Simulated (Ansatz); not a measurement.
## One molecule, several partners

Br⁻ beside different partners, each pair relaxed from a docking trial to one local arrangement, named by its closest contact against the van der Waals radii; a more strongly bound one may exist. Pairs that react, share a proton or have a doubtful reference are left out. Counterpoise interaction energies from the frozen fragments; negative means bound. Gas-phase electronic energies, without zero-point energy, by CCSD(T) at an estimated basis limit (MP2 extrapolated from triple and quadruple zeta, plus CCSD(T) − MP2 in triple zeta); Ansatz 0.2.0, def2-TZVPPD and QZVPPD, frozen cores, on PBE0-D4/def2-TZVP (TZVPD for anions) structures. Extrapolation: Hartree–Fock as exp(−7.88 √X), correlation as X^−2.97.

| partner | closest contact, atom of Br⁻ first (Å) | interaction energy (kcal/mol) |
| --- | --- | --- |
| C₂H₂ (SMILES C#C) | Br···H 2.44 | ? |
| CH₃Cl (SMILES CCl) | Br···C 3.32 | -9.94 |
| SiNH₅ (SMILES [SiH3]N) | Br···H 2.36 | -12.75 |
| H₂ | Br···H 2.83 | -1.97 |
| CH₃F (SMILES CF) | Br···C 3.40 | -8.86 |
| CH₄S (SMILES CS) | Br···H 2.32 | -13.00 |

Question: What is the interaction energy with C₂H₂ (SMILES C#C)? (Judge from chemistry; the value comes from the calculation.)

Answer: By the calculation: -9.26 kcal/mol. It counts from the two fragments frozen as in the pair.

Question: Which of these pairs would not bind at these structures without electron correlation? (Judge from chemistry; the calculation decides.)

Answer: The calculation gives: None: Hartree–Fock already binds all of them.

T1 diagnostic: at most 0.014. The filled d shells of Br are correlated in sets not built for that, so values that involve them are less sure.

For scale, one of the runs: CCSD(T)/def2-TZVPPD, 227 basis functions, launched by `ansatz run in.yaml --threads 4 --pin off --events-out ev --progress --plain --max-ram 9574MiB`. Hardware: 4 CPU threads of an Intel Xeon Platinum 8259CL, shared host. Wall time 70 s; peak host memory 3.7 GiB.
